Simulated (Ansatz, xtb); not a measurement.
## Two isomers of C2H8InN

Structure I is `C[NH][InH][CH3]`, a singlet and structure II is `[CH3][In]([CH3])[NH2]`, a singlet. Both are isolated molecules in the gas phase, relaxed with PBE0-D4/def2-SVP; the shapes shown needn't be the lowest conformers.

I (Å):

```yaml
atoms:
  - { symbol: C, position_ang: [0.2029, -0.4610, -1.0715] }
  - { symbol: C, position_ang: [-0.1565, 1.5519, 2.2809] }
  - { symbol: In, position_ang: [1.6636, 0.8113, 1.3930] }
  - { symbol: N, position_ang: [1.4215, -0.1888, -0.3591] }
  - { symbol: H, position_ang: [0.1745, -0.0064, -2.0823] }
  - { symbol: H, position_ang: [-0.6627, -0.0532, -0.5242] }
  - { symbol: H, position_ang: [0.0062, -1.5438, -1.2048] }
  - { symbol: H, position_ang: [2.2415, -0.5565, -0.8301] }
  - { symbol: H, position_ang: [3.3051, 0.9238, 1.9103] }
  - { symbol: H, position_ang: [-0.2194, 2.6425, 2.1491] }
  - { symbol: H, position_ang: [-0.1774, 1.3350, 3.3585] }
  - { symbol: H, position_ang: [-1.0327, 1.0895, 1.8049] }
```

II (Å):

```yaml
atoms:
  - { symbol: C, position_ang: [-0.7140, 1.7697, -0.9355] }
  - { symbol: C, position_ang: [1.4855, -0.4136, 1.4625] }
  - { symbol: In, position_ang: [-0.0400, -0.0718, -0.0287] }
  - { symbol: N, position_ang: [-0.9889, -1.7419, -0.6789] }
  - { symbol: H, position_ang: [0.1139, 2.2532, -1.4755] }
  - { symbol: H, position_ang: [-1.0698, 2.4690, -0.1642] }
  - { symbol: H, position_ang: [-1.5324, 1.5756, -1.6431] }
  - { symbol: H, position_ang: [1.2003, 0.0637, 2.4121] }
  - { symbol: H, position_ang: [1.6224, -1.4903, 1.6359] }
  - { symbol: H, position_ang: [2.4438, 0.0196, 1.1396] }
  - { symbol: H, position_ang: [-1.7314, -1.7519, -1.3685] }
  - { symbol: H, position_ang: [-0.7895, -2.6814, -0.3558] }
```

Quicker runs give these differences E(II) − E(I): GFN2-xTB +1.1 kcal/mol; HF/STO-3G −8.8 kcal/mol (at GFN2-xTB geometries); r2SCAN-D4/def2-SVP −11.1 kcal/mol (at GFN2-xTB geometries).

Task: Estimate which is lower in electronic energy at CCSD(T)/def2-SVP + ΔMP2/def2-TZVPP, and by roughly how much.

Result: The CCSD(T)/def2-SVP + ΔMP2/def2-TZVPP calculation puts structure II lower, by 15.9 kcal/mol.

How the difference moves with the method:

```tsv
level	geometry	E(II) − E(I) (kcal/mol)	departure from the last row (kcal/mol)	job, with rough time for the two
GFN2-xTB	GFN2-xTB	+1.1	+17.1	optimisation, 0.18 s
HF/STO-3G	GFN2-xTB	−8.8	+7.2	single point, 0.76 s
r2SCAN-D4/def2-SVP	GFN2-xTB	−11.1	+4.8	single point, 2.2 s
PBE0-D4/def2-SVP	PBE0-D4/def2-SVP	−10.1	+5.8	optimisation, 1.7 min
HF/def2-SVP	PBE0-D4/def2-SVP	−9.9	+6.0	part of the CCSD(T) run
MP2/def2-SVP	PBE0-D4/def2-SVP	−12.2	+3.7	part of the CCSD(T) run
CCSD(T)/def2-SVP	PBE0-D4/def2-SVP	−10.5	+5.4	single point
CCSD(T)/def2-SVP + ΔMP2/def2-TZVPP	PBE0-D4/def2-SVP	−15.9		single point, 23 s
```

As drawn, II has 1 C–In, 1 N–H in place of 1 C–N, 1 In–H.

GFN2-xTB puts the two in the other order. The largest departure from CCSD(T)/def2-SVP + ΔMP2/def2-TZVPP is that of GFN2-xTB, 17.1 kcal/mol. The last row adds to CCSD(T) the change of the MP2 difference between the two basis sets, here −5.4 kcal/mol, a large step that makes the value less sure.

With harmonic frequencies from PBE0-D4/def2-SVP (ideal gas, rigid rotor, one conformer each, 298.15 K, 1 atm): on the last row, ΔE + ΔZPE = −15.7 kcal/mol. A mode under 50 cm⁻¹ makes harmonic enthalpies and free energies unreliable, so none is given.

The correlated steps freeze 7 core orbitals; the filled d shell of In is correlated, in a basis made for valence electrons. Atoms past krypton carry core potentials in the def2 sets, other sets are all-electron and non-relativistic, and no spin–orbit term is included. Run with Ansatz 0.2.0, xtb 6.7.1; the last row on 2 threads of Intel(R) Xeon(R) 6975P-C (Granite Rapids) on a shared host.
